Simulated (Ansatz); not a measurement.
Gas-phase electronic energies from Ansatz, PBE0-D4/def2-TZVP geometries. CBS: MP2 limit from def2 TZ/QZ plus the TZ coupled-cluster correction, frozen cores. DFT in def2-TZVPP. Elements past krypton have def2 core potentials. For Sn outer-core shells are correlated without core-valence functions, which leaves a few kJ/mol of doubt a bond. Each species was taken in one conformer, which may not be the lowest.

Reaction (redistribution): `BC([SiH3])[SiH2]Cl` + `[F][SnH2][SH]` → `BC([SiH3])[SiH2]F` + `[SH][SnH2][Cl]`

`BC([SiH3])[SiH2]Cl`:

```xyz
13

B    -0.064   -1.657   -0.127
C    -0.415   -0.253    0.388
Si    1.292    0.391    0.913
Si   -1.022    0.917   -0.922
Cl   -2.941    0.416   -1.479
H     0.590   -1.773   -1.127
H    -0.379   -2.641    0.475
H    -1.067   -0.236    1.265
H     2.210   -0.733    1.240
H     1.897    1.179   -0.194
H     1.133    1.246    2.114
H    -1.074    2.313   -0.423
H    -0.159    0.830   -2.122
```

`[F][SnH2][SH]`:

```xyz
6

F     0.868    0.363    1.797
Sn    0.373    0.429   -0.061
S    -1.780   -0.566   -0.257
H     0.255    2.080   -0.432
H     1.575   -0.489   -0.834
H    -1.292   -1.817   -0.213
```

`BC([SiH3])[SiH2]F`:

Cartesian coordinates in Å:
```
B -0.932 1.333 0.532
C -0.301 0.337 -0.451
Si -0.806 -1.425 0.017
Si 1.550 0.336 -0.256
F 2.113 1.836 -0.238
H -1.710 2.166 0.168
H -0.645 1.280 1.695
H -0.573 0.497 -1.499
H -0.899 -1.567 1.491
H 0.207 -2.392 -0.491
H -2.117 -1.746 -0.601
H 2.191 -0.357 -1.399
H 1.923 -0.298 1.032
```

`[SH][SnH2][Cl]`:

Z-matrix (Å, degrees):
```
Sn
Cl 1 2.333
S 1 2.385 2 109.0
H 1 1.697 2 106.9 3 -116.1
H 1 1.699 2 105.3 3 119.4
H 3 1.344 1 93.3 2 74.7
```

```json
{"level": "PBE0-D4", "ΔE (eV)": "-0.70"}
{"level": "B2PLYP", "ΔE (eV)": "-0.75"}
{"level": "PBE", "ΔE (eV)": "-0.64"}
{"level": "SCS-MP2/def2-TZVPP", "ΔE (eV)": "-0.77"}
{"level": "CCSD/def2-TZVPP", "ΔE (eV)": "-0.79"}
{"level": "HF/def2-QZVPP", "ΔE (eV)": "-0.88"}
{"level": "SCS-MP2/def2-QZVPP", "ΔE (eV)": "-0.76"}
{"level": "HF/CBS(def2)", "ΔE (eV)": "-0.88"}
```

**Question.** What does CCSD(T)/CBS give? (Best estimate.)

**Answer.** Ansatz gave: -0.75 eV. The listed levels differ from it by 0.05, 0.00, 0.11, -0.02, -0.04, -0.13, -0.01, -0.13 eV.

Largest T1 diagnostic among the species: 0.013.

From PBE to PBE0 (25 % exact exchange), in def2-TZVPP and without D4, ΔE moves by −0.07 eV. In def2-TZVPP, CCSD(T) changes the Hartree–Fock value by +0.13 eV (the triples alone add +0.03 eV) and MP2 by +0.13 eV.
